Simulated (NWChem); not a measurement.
Molecule: C4H5F; SMILES C=C=C(C)F

Computed with NWChem. Coordinates come from a PBE0/def2-SVP optimisation.

For level Hartree-Fock/def2-TZVP:

```
Item              Value
----------------  -----
orbital gap (eV)  13.41
```

Problem. What are these values for level Hartree-Fock/def2-SVPD?

Solution. 
| Quantity | Result |
|---|---|
| orbital gap (eV) | 12.42 |
